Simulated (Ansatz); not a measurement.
Redistribution: CH6GeO2 + C2H8GeO3 → CH6GeO3 + C2H8GeO2

Species: CH6GeO2 `C[O][GeH2][OH]`, singlet; C2H8GeO3 `C[CH2][Ge]([OH])([OH])[OH]`, singlet; CH6GeO3 `C[O][GeH]([OH])[OH]`, singlet; C2H8GeO2 `C[CH2][GeH]([OH])[OH]`, singlet. The partners trade H for OH; both sit on Ge, so the bond types are kept.

Shapes, held fixed at every level: PBE0-D4/def2-TZVP. Flexible molecules stand in one conformer, not always the lowest. Programs: Ansatz 0.2.0. Electronic energies: no zero-point or thermal term.

```
               level                    kind  ΔE (kJ/mol)
       HF/def2-TZVPP            Hartree–Fock         +1.7
   PBE-D4/def2-TZVPP                     GGA         +2.9
r2SCAN-D4/def2-TZVPP                meta-GGA         +2.4
 B3LYP-D4/def2-TZVPP           global hybrid         +3.1
  wB97M-V/def2-TZVPP  range-separated hybrid         +2.6
   B2PLYP/def2-TZVPP           double hybrid         +1.8
      MP2/def2-TZVPP     perturbation theory         +1.9
```

MP2/def2-TZVPP gives ΔE = +1.9 kJ/mol; the levels span +1.7 to +3.1. That is about zero within the method's error. The median of the levels is +2.4. No measured value is set beside it here. Relativity is left out for Ge. Outer-core shells of Ge are correlated in most correlated rows, in sets that cover them unevenly.
